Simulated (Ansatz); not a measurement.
An input meant for (ZnO)2 ring (Zn2O2) (charge 0, singlet; atoms displaced at random, 0.08 Å in each coordinate).

```yaml
crystal:
  periodic: [false, false, false]
  atoms:
    - {symbol: Zn, position_ang: [1.568224, 1.186203, 1.163399]}
    - {symbol: O, position_ang: [0.419673, 1.604986, -1.949916]}
    - {symbol: Zn, position_ang: [-1.373929, -1.693093, -1.082688]}
    - {symbol: O, position_ang: [-0.390554, -1.932817, 2.298194]}
basis:
  gaussian: {orbitals: ANO-RCC-VTZP, fitting: {mean_field: cc-pVTZ-jkfit}}
hamiltonian: {xc: {name: wB97}}
scf: {lower_state_search: full}
output: {forces: true}
```

```sh
$ ansatz run in.yaml --threads 4 --pin off --events-out ev --progress --plain --max-ram 3916MiB
```

**Question.** Predict how Ansatz answers.

**Answer.** The program refused the input.
```
Functional definition: wB97
Error: [file] the basis set cc-pVTZ-JKFIT has no functions for Zn
```
